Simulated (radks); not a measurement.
Kr, 36 electrons, occupied as [Kr].

Method: non-relativistic Kohn-Sham, PBE, spin-polarised, spherical densities, point nucleus; computed with a radial shooting solver on a logarithmic mesh with Libxc functionals.

Energy parts (eV):
part                       energy
total                  -74924.269
kinetic                 74881.475
electron-nucleus      -179108.734
Hartree                 31891.901
exchange-correlation    -2588.911

Orbitals (lengths in bohr, moments of r in powers of bohr; <r^-3> diverges for s and p1/2; r(max) is where P^2 peaks; r(90%) holds 90 % of the orbital's charge):
1s: occ. 2; eigenvalue (eV) -13899.39; r(max) 0.02804; <1/r> 35.50; r(90%) 0.0755
2s: occ. 2; eigenvalue (eV) -1806.146; r(max) 0.1582; <1/r> 7.889; r(90%) 0.290
2p: occ. 6; eigenvalue (eV) -1633.858; r(max) 0.1251; <1/r> 7.871; <r^-3> 1389; r(90%) 0.263
3s: occ. 2; eigenvalue (eV) -254.3403; r(max) 0.4769; <1/r> 2.625; r(90%) 0.804
3p: occ. 6; eigenvalue (eV) -193.1064; r(max) 0.4675; <1/r> 2.516; <r^-3> 204.0; r(90%) 0.830
3d: occ. 10; eigenvalue (eV) -83.3479; r(max) 0.4108; <1/r> 2.276; <r^-3> 26.91; r(90%) 0.906
4s: occ. 2; eigenvalue (eV) -22.1684; r(max) 1.367; <1/r> 0.8296; r(90%) 2.39
4p: occ. 6; eigenvalue (eV) -9.2828; r(max) 1.561; <1/r> 0.6795; <r^-3> 16.57; r(90%) 3.01

The highest occupied level is 4p at -9.283 eV. The density falls to 0.001 e/bohr^3 at r = 4.04 bohr. Summed over all electrons, <r^2> = 39.63 bohr^2, which gives a Langevin (diamagnetic) susceptibility term of -31.4 x 10^-6 cm^3/mol. Virial ratio -V/T = 2.00057. The electron density at the nucleus is 3.226e+04 e/bohr^3.
